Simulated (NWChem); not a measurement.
System: LiOH; SMILES [Li][OH]

```xyz
3

Li    -0.7681    -0.7187    -0.6607
O      0.1917     0.1794     0.1649
H      0.7808     0.7305     0.6716
```
Atoms are numbered in this order, from 1.

Results from NWChem. Coordinates come from a PBE0/def2-SVP optimisation. GIAO values for the isolated, static molecule; σ is the absolute isotropic shielding.

Q: Predict the results for B3LYP/pcSseg-3. Quantities: σ Li1 (ppm); σ O2 (ppm); σ H3 (ppm).

A: 
* **σ Li1 (ppm)**: 88.4
* **σ O2 (ppm)**: 307.3
* **σ H3 (ppm)**: 32.84
